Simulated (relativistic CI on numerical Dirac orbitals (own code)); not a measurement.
Calculated at this level of theory: Dirac-Coulomb-Breit CI, KLI orbitals optimised for each configuration, a model potential for QED, unscaled Slater integrals (own radial code, finite nucleus).

The strongest absorption lines from the ground level of an ion, among the configurations computed and to levels below about 12900 eV (vacuum wavelength in Å, gf): 1.2207 (0.32), 1.2425 (1.1), 1.2665 (0.35), 1.3128 (0.036), 8.0877 (0.25).

(1) Which ion is it?
A. Os LXXI
B. Lu LXIV
C. Lu LXVI
D. Tl LXXVI

Results:

(1) C. Lu LXVI has 6 electrons and the ground level 2s²2p² ³P0; the strongest line goes to 2s²2p3d ³D°1. The pattern of lines fixes the number of electrons, and along that sequence the line energies rise steadily with the charge (about as its square where n changes within one kind of shell, about linearly where n is kept but much faster in heavy ions where fine structure, which grows about as Z⁴, sets the gap, and irregularly where shells cross), which fixes Z. Configurations outside the model, such as inner-shell arrays, can give stronger lines. At this charge energies of transitions that change n are usually good to better than 1 %, and those within a shell (Δn = 0) to a few per cent.

LS names give the leading component of a level, which can be under half, so a name can repeat, a term be missing and a line seem to break the LS rules.
